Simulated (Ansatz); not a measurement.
Start from `C[O][W](=[O])(=[O])[F]` and change one atom or group to get `[O]=[W](=[O])([OH])[F]`.

Ansatz, PBE0-D4/def2-TZVP geometries, multiplicity 1. Each molecule was computed in one conformer, which needn't be the lowest.

Elements past krypton have def2 core potentials.

| property | `C[O][W](=[O])(=[O])[F]` |
| --- | --- |
| ideal-gas entropy at 298 K and 1 bar (rigid rotor, harmonic PBE0-D4/def2-TZVP) / J/(mol·K) | 388 |
| HOMO energy (ωB97M-V/def2-TZVPP) / eV | -11.43 |
| LUMO energy (PBE/def2-TZVPP) / eV | -2.54 |
| size of the dipole moment (B3LYP/def2-TZVPP) / D | 4.09 |
| zero-point energy (PBE0-D4/def2-TZVP) / kJ/mol | 133.0 |
| size of the dipole moment (PBE/def2-TZVPP) / D | 3.96 |

Task: Give the same properties after the change, and the shifts. (An estimate is asked.)

Result: Ansatz gave: 
| property | `[O]=[W](=[O])([OH])[F]` | shift |
| --- | --- | --- |
| ideal-gas entropy at 298 K and 1 bar (rigid rotor, harmonic PBE0-D4/def2-TZVP) / J/(mol·K) | 335 | -53 |
| HOMO energy (ωB97M-V/def2-TZVPP) / eV | -11.70 | -0.27 |
| LUMO energy (PBE/def2-TZVPP) / eV | -2.75 | -0.21 |
| size of the dipole moment (B3LYP/def2-TZVPP) / D | 3.27 | -0.82 |
| zero-point energy (PBE0-D4/def2-TZVP) / kJ/mol | 57.7 | -75.3 |
| size of the dipole moment (PBE/def2-TZVPP) / D | 3.16 | -0.80 |

With PBE0 the HOMO falls by 0.27 eV and the LUMO falls by 0.22 eV, so the gap widens by about 0.05 eV. PBE moves the HOMO by -0.25 eV and ωB97M-V by -0.27 eV. The zero-point energy changes by -75.3 kJ/mol with -9 modes. Dipoles are sizes alone; their direction can turn. Modes under 60 cm⁻¹, often nearly free rotors, make the harmonic entropy too high.

B3LYP here is the variant with VWN-RPA as its local correlation; programs differ in this.
